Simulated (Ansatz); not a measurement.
Born–Oppenheimer molecular dynamics of C₃H₆BClO (12 atoms, charge 0, multiplicity 1). It starts from a relaxed structure.

These are results of Ansatz, RKS PBE/STO-3G, not measurements.

```yaml
ensemble: NVT, Nosé–Hoover chain
time_step: 1 fs
steps_asked: 500
set_temperature: 300 K
thermostat: time constant 100 fs, chain length 3 (defaults)
seed: 681232
```

Frames 5 fs apart, positions in Å, forces in eV/Å.

Velocities at 400.0 fs (Å/ps):

```
B -3.46 0.64 0.47
C 3.98 -0.07 -2.87
C -1.74 6.73 -5.06
Cl 0.65 -0.51 0.43
C 1.50 -7.22 -8.71
O -1.01 3.62 6.35
H -5.58 -4.14 -0.32
H -2.29 -7.25 -8.34
H -6.51 -13.44 16.73
H 2.49 -13.14 15.71
H 18.28 -25.21 19.24
H -20.54 23.39 34.19
```

```xyz
12
Properties=species:S:1:pos:R:3:forces:R:3 time_fs=400.0 energy_less_start_eV=0.469 T=337
B -1.065 -0.493 -0.895 0.17 0.38 0.20
C 0.132 0.078 -0.001 0.50 -1.31 -0.61
C 1.146 -0.745 0.875 -3.14 -0.80 -0.27
Cl 0.509 0.097 -2.043 0.26 -0.15 0.53
C -0.122 1.522 0.356 -0.46 1.39 0.52
O -0.234 1.926 1.547 0.33 -0.17 0.59
H -1.218 -1.653 -0.978 -0.16 -0.03 -0.05
H -1.881 0.339 -1.079 -0.35 -0.52 -0.17
H 1.145 -1.830 0.507 0.87 1.44 0.18
H 0.548 -0.820 1.859 1.23 0.45 -0.78
H 2.073 -0.159 0.944 0.59 -0.58 0.38
H -0.428 2.192 -0.496 0.16 -0.10 -0.52
12
Properties=species:S:1:pos:R:3:forces:R:3 time_fs=405.0 energy_less_start_eV=0.551 T=278
B -1.079 -0.491 -0.891 0.19 -0.43 -0.02
C 0.154 0.068 -0.023 -0.43 0.17 -0.84
C 1.116 -0.722 0.854 1.39 0.23 0.45
Cl 0.513 0.094 -2.039 0.28 -0.24 0.35
C -0.121 1.509 0.335 -1.08 3.30 3.55
O -0.235 1.938 1.574 0.79 -1.61 -2.22
H -1.255 -1.655 -0.982 0.10 0.11 0.03
H -1.941 0.268 -1.135 -0.12 -0.03 0.08
H 1.199 -1.756 0.575 0.14 -1.22 -1.03
H 0.673 -0.814 1.840 -0.76 0.46 1.01
H 2.165 -0.341 1.050 -0.98 0.23 -0.67
H -0.505 2.267 -0.427 0.47 -0.97 -0.69
12
Properties=species:S:1:pos:R:3:forces:R:3 time_fs=410.0 energy_less_start_eV=0.476 T=340
B -1.089 -0.496 -0.888 -0.21 -0.34 -0.09
C 0.169 0.061 -0.060 -1.08 1.52 0.08
C 1.099 -0.711 0.843 0.68 -3.09 1.13
Cl 0.519 0.089 -2.033 0.33 -0.10 0.29
C -0.140 1.553 0.375 -0.25 -0.17 -0.39
O -0.225 1.929 1.573 0.28 -0.10 0.06
H -1.270 -1.647 -0.981 0.27 -0.31 0.04
H -2.021 0.181 -1.172 0.42 0.21 0.28
H 1.269 -1.783 0.484 -1.03 0.89 0.52
H 0.699 -0.708 1.917 -0.28 -0.21 -1.37
H 2.138 -0.439 1.028 0.71 1.57 -0.59
H -0.487 2.164 -0.516 0.17 0.13 0.06
12
Properties=species:S:1:pos:R:3:forces:R:3 time_fs=415.0 energy_less_start_eV=0.489 T=335
B -1.102 -0.511 -0.885 0.35 -0.89 0.16
C 0.163 0.081 -0.094 -1.01 0.56 1.42
C 1.103 -0.740 0.846 1.21 2.31 -1.94
Cl 0.527 0.084 -2.025 0.33 0.09 0.11
C -0.163 1.594 0.403 0.70 -2.82 -4.60
O -0.211 1.918 1.576 -0.19 1.30 2.94
H -1.225 -1.686 -0.971 0.16 0.20 0.04
H -2.029 0.148 -1.154 -0.03 0.40 0.02
H 1.156 -1.743 0.459 0.19 -1.35 0.12
H 0.630 -0.644 1.819 -0.23 -0.29 0.91
H 2.143 -0.255 0.868 -1.21 -0.74 0.16
H -0.429 2.085 -0.586 -0.26 1.23 0.65
12
Properties=species:S:1:pos:R:3:forces:R:3 time_fs=420.0 energy_less_start_eV=0.496 T=334
B -1.110 -0.540 -0.880 0.23 0.58 0.08
C 0.137 0.111 -0.103 -0.95 -0.61 0.91
C 1.117 -0.746 0.820 -3.89 0.06 -0.90
Cl 0.538 0.079 -2.016 0.19 0.09 -0.12
C -0.174 1.589 0.362 0.62 0.02 1.64
O -0.199 1.923 1.609 -0.02 -0.52 -2.30
H -1.147 -1.706 -0.954 -0.20 -0.21 -0.02
H -2.021 0.184 -1.125 0.20 -0.41 -0.06
H 1.065 -1.840 0.505 0.80 1.29 0.24
H 0.554 -0.643 1.806 1.19 -0.05 -0.54
H 2.014 -0.163 0.739 1.90 -0.30 0.70
H -0.421 2.255 -0.528 -0.08 0.06 0.37
12
Properties=species:S:1:pos:R:3:forces:R:3 time_fs=425.0 energy_less_start_eV=0.408 T=405
B -1.110 -0.563 -0.873 0.56 -0.19 -0.05
C 0.093 0.131 -0.095 0.02 -1.06 0.02
C 1.081 -0.731 0.770 1.07 2.78 -0.18
Cl 0.550 0.074 -2.008 -0.03 0.05 -0.08
C -0.174 1.584 0.345 0.18 2.25 3.69
O -0.187 1.921 1.616 0.15 -1.29 -2.78
H -1.112 -1.746 -0.939 -0.26 0.30 0.03
H -1.994 0.153 -1.117 -0.50 -0.10 -0.32
H 1.132 -1.790 0.564 0.00 -0.85 -0.89
H 0.673 -0.648 1.778 -0.13 0.23 0.89
H 2.115 -0.229 0.762 -1.20 -0.95 0.10
H -0.430 2.431 -0.387 0.15 -1.16 -0.44
12
Properties=species:S:1:pos:R:3:forces:R:3 time_fs=430.0 energy_less_start_eV=0.474 T=358
B -1.102 -0.585 -0.867 -0.79 0.49 -0.57
C 0.049 0.132 -0.084 0.81 0.08 -0.13
C 1.051 -0.683 0.724 0.67 -2.16 2.38
Cl 0.562 0.071 -2.000 -0.25 0.09 0.10
C -0.169 1.613 0.391 0.02 -0.41 -1.51
O -0.173 1.902 1.588 0.16 0.34 2.80
H -1.131 -1.750 -0.919 0.00 -0.30 0.03
H -2.044 0.076 -1.169 0.29 -0.28 -0.03
H 1.182 -1.781 0.468 -1.25 0.88 -0.07
H 0.805 -0.620 1.837 -0.63 -0.19 -1.11
H 2.100 -0.426 0.799 1.01 1.60 -0.86
H -0.419 2.400 -0.363 -0.06 -0.12 -1.05
12
Properties=species:S:1:pos:R:3:forces:R:3 time_fs=435.0 energy_less_start_eV=0.332 T=468
B -1.108 -0.602 -0.873 -0.40 -0.73 -0.45
C 0.019 0.135 -0.076 0.68 1.01 -0.06
C 1.044 -0.661 0.713 2.10 -0.15 -0.47
Cl 0.572 0.067 -1.991 -0.43 0.06 0.24
C -0.165 1.638 0.406 -0.38 -1.51 -4.51
O -0.156 1.888 1.598 0.04 1.33 3.37
H -1.149 -1.788 -0.889 0.27 0.25 0.07
H -2.062 -0.043 -1.240 -0.15 0.44 -0.10
H 0.999 -1.679 0.333 0.05 -0.88 0.21
H 0.791 -0.621 1.764 -0.53 -0.11 1.05
H 2.145 -0.348 0.660 -1.41 0.20 -0.28
H -0.406 2.305 -0.511 0.15 0.08 0.93
12
Properties=species:S:1:pos:R:3:forces:R:3 time_fs=440.0 energy_less_start_eV=0.620 T=252
B -1.123 -0.629 -0.889 -0.17 0.56 -0.30
C 0.002 0.155 -0.070 -0.29 0.40 -0.38
C 1.062 -0.652 0.703 -3.06 -1.10 0.14
Cl 0.579 0.064 -1.981 -0.49 -0.06 0.09
C -0.165 1.634 0.354 0.12 -0.91 3.68
O -0.139 1.891 1.647 -0.14 -0.02 -3.69
H -1.111 -1.798 -0.846 0.15 -0.24 -0.01
H -2.085 -0.088 -1.324 0.32 0.08 0.17
H 0.833 -1.668 0.274 1.50 0.28 0.69
H 0.696 -0.648 1.784 1.09 0.19 -0.90
H 2.009 -0.185 0.456 1.19 -0.32 0.59
H -0.376 2.265 -0.533 -0.23 1.14 -0.07
12
Properties=species:S:1:pos:R:3:forces:R:3 time_fs=445.0 energy_less_start_eV=0.468 T=368
B -1.140 -0.648 -0.911 0.98 0.25 0.28
C -0.020 0.181 -0.072 -0.51 -1.43 -1.02
C 1.042 -0.653 0.687 0.23 1.27 -1.49
Cl 0.583 0.061 -1.970 -0.50 -0.04 -0.01
C -0.166 1.619 0.357 -0.25 2.12 2.94
O -0.124 1.895 1.651 -0.14 -0.50 -3.57
H -1.040 -1.829 -0.807 -0.21 0.36 -0.19
H -2.062 -0.101 -1.380 -0.19 0.04 0.01
H 0.961 -1.681 0.331 0.46 -0.53 -0.20
H 0.788 -0.634 1.735 0.18 0.28 1.29
H 2.005 -0.138 0.404 -0.21 -0.98 0.98
H -0.376 2.405 -0.489 0.17 -0.85 1.00
12
Properties=species:S:1:pos:R:3:forces:R:3 time_fs=450.0 energy_less_start_eV=0.551 T=305
B -1.139 -0.659 -0.929 0.43 0.91 0.03
C -0.051 0.182 -0.092 0.47 -1.51 -0.51
C 1.018 -0.643 0.658 1.62 -0.93 2.30
Cl 0.584 0.057 -1.960 -0.41 0.15 -0.23
C -0.171 1.634 0.415 -0.17 -0.63 -1.95
O -0.111 1.893 1.609 0.26 0.47 3.77
H -1.011 -1.812 -0.810 -0.27 -0.33 -0.19
H -2.062 -0.112 -1.425 0.05 -0.18 0.16
H 1.183 -1.728 0.380 -1.20 0.85 0.06
H 0.945 -0.566 1.802 -0.79 -0.20 -1.33
H 2.037 -0.251 0.532 0.28 0.81 -0.53
H -0.359 2.438 -0.306 -0.29 0.59 -1.58
12
Properties=species:S:1:pos:R:3:forces:R:3 time_fs=455.0 energy_less_start_eV=0.530 T=322
B -1.129 -0.654 -0.946 -0.30 -0.62 -0.25
C -0.071 0.155 -0.122 1.56 -0.12 0.98
C 1.026 -0.638 0.660 1.99 1.09 -0.17
Cl 0.582 0.055 -1.951 -0.19 0.24 -0.70
C -0.181 1.647 0.431 -0.63 0.06 -4.46
O -0.094 1.898 1.617 0.32 0.57 3.94
H -1.043 -1.834 -0.859 -0.11 0.26 -0.14
H -2.063 -0.149 -1.440 -0.08 0.16 0.06
H 1.178 -1.685 0.418 -0.80 -0.88 -0.40
H 0.924 -0.529 1.722 -1.08 -0.07 1.55
H 2.074 -0.229 0.563 -0.81 0.37 -0.68
H -0.380 2.491 -0.356 0.13 -1.07 0.26
```

Of the whole run (500 fs, mean temperature of the second half 327 K): The conserved energy stayed within 1.8 meV per atom of its start (net change 0.94 meV per atom), so the integration is sound. A run of 0.5 ps of so small a system gives no equilibrium averages. Limits of this set-up: minimal basis.

Time of the run: 13 min on 1 thread of Intel(R) Xeon(R) 6975P-C (Granite Rapids), on a shared host, peak memory 0.11 GiB.
